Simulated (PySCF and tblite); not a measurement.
Results of a calculation; reference values are marked as such.
CH₇ClGeS₃Si₂, numbered as in [CH3:1][Si@@H:2]1[S:3][GeH2:4][S:5][Si@H:6]([Cl:7])[S:8]1.

Search: ETKDG, UFF, GFN2-xTB, 60 starts; geometries at GFN2-xTB. Energies: PBE0-D3(BJ)/6-31G*, with GFN2-xTB thermal terms (modes under about 100 cm⁻¹ blended into free rotors). Symmetry numbers and mirror images are counted. Conformers within 2.5 kcal/mol (GFN2-xTB free energy) were kept, 6 at most. GIAO shieldings: PBE0/6-31G*. Shifts are against TMS (¹H), TMS (¹³C), TMS (²⁹Si) at the same level; of two unlike H on one atom, a is the less shielded. (PySCF 2.14, tblite 0.8.)

Question: What shifts does this protocol give at 298.15 K under fast conformational exchange?

Answer: ¹H: 6.23 (H6, 1H), 6.04 (H4a, 1H), 5.95 (H4b, 1H), 5.83 (H2, 1H), 0.70 (H1, 3H) ppm. ¹³C: 7.4 (C1) ppm. ²⁹Si: 38.3 (Si6), 29.2 (Si2) ppm.

Question: How do the conformers differ?

Answer: The 6-ring runs over atoms 2–3–4–5–6–8.
| conformer | shape | weight % |
| --- | --- | --- |
| 1 | 6-ring twist-boat (ring torsions 48, -76, 24, 42, -74, 26°) | 38.4 |
| 2 | 6-ring chair (C1, Cl7 axial) | 26.0 |
| 3 | 6-ring chair (all substituents equatorial) | 18.2 |
| 4 | 6-ring between boat and twist-boat (ring torsions 14, 50, -77, 31, 44, -66°) | 15.5 |
| 5 | 6-ring twist-boat (ring torsions -39, -26, 72, -42, -33, 73°) | 1.9 |

| signal | 1 | 2 | 3 | 4 | 5 | average |
| --- | --- | --- | --- | --- | --- | --- |
| H1 | 0.76 | 0.80 | 0.58 | 0.56 | 0.71 | 0.70 |
| H2 | 5.86 | 5.68 | 5.91 | 5.91 | 5.71 | 5.83 |
| H4a | 5.73 | 6.53 | 5.92 | 6.13 | 5.97 | 6.04 |
| H4b | 6.01 | 5.75 | 6.07 | 5.98 | 6.00 | 5.95 |
| H6 | 6.42 | 5.99 | 6.36 | 6.04 | 6.36 | 6.23 |
| C1 | 10.3 | 8.8 | 3.5 | 2.6 | 8.5 | 7.4 |
| Si2 | 30.2 | 30.9 | 26.9 | 26.4 | 32.7 | 29.2 |
| Si6 | 38.7 | 36.0 | 42.4 | 35.7 | 41.7 | 38.3 |

Question: Which signal moves most, for its nucleus, between 250 and 350 K through the change of populations alone?

Answer: C1: 7.6 ppm at 250 K, 7.4 ppm at 298.15 K, 7.3 ppm at 350 K.

Spin–orbit effects of the heavy atoms on shieldings are missing. Unscaled ²⁹Si shifts at such levels can be off by tens of ppm; differences between conformers or isomers are more reliable. Shifts are unscaled: against experiment ¹³C can be off by 15 ppm or more and ¹H by 0.8 ppm.


Conformer gaps in 6-31G* on xTB geometries can be 2 kcal/mol off for S=O, P=O and other polar bonds.